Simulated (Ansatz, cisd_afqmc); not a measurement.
Species: N, charge 0, quartet.

Total energies in cc-pVQZ, 5 correlated electrons, 1 frozen orbitals. Radicals and triplets start from unrestricted determinants; spin-orbit coupling is neglected. Cores are frozen in correlated methods. No relativity. AFQMC/CISD: phaseless, guided by CISD from CCSD amplitudes; bars are statistical, one sigma. Outlying blocks are dropped, and bars are widened where a walk drifts. Over all cases where full CI ran beside it in this data, AFQMC minus full CI had a median of +0.1 mEh and passed +0.4 mEh in a tenth of the cases. Full CI freezes restricted core orbitals and the other rows unrestricted ones, which leaves a small offset even where coupled cluster is exact.

```
method         program        energy (Eh)  error against FCI (mEh)
----------  ----------  -----------------  -----------------------
HF              Ansatz          -54.40372                   121.29
MP2             Ansatz          -54.50760                    17.42
CCSD            Ansatz          -54.52201                     3.00
CCSD(T)         Ansatz          -54.52482                     0.19
CCSDT(Q)        Ansatz          -54.52521                    -0.20
CCSDTQ          Ansatz          -54.52521                    -0.20
AFQMC/CISD  cisd_afqmc  -54.5251 ± 0.0001               -0.1 ± 0.1
FCI             Ansatz          -54.52501                     0.00
```

Ansatz is a first-principles code.
